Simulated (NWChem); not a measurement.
# C2H6Mg; SMILES [CH3][Mg][CH3]

Program: NWChem. Geometry: optimised at B3LYP/6-31G* (spherical d).

For level B3LYP/pcseg-2:

| Property | Result |
|---|---|
| highest occupied level (eV) | -6.27 |
| orbital gap (eV) | 5.50 |

Task: Estimate the same quantities for level B3LYP/STO-3G.

Result: The highest occupied level (eV) is -3.38. The orbital gap (eV) comes out as 9.54.
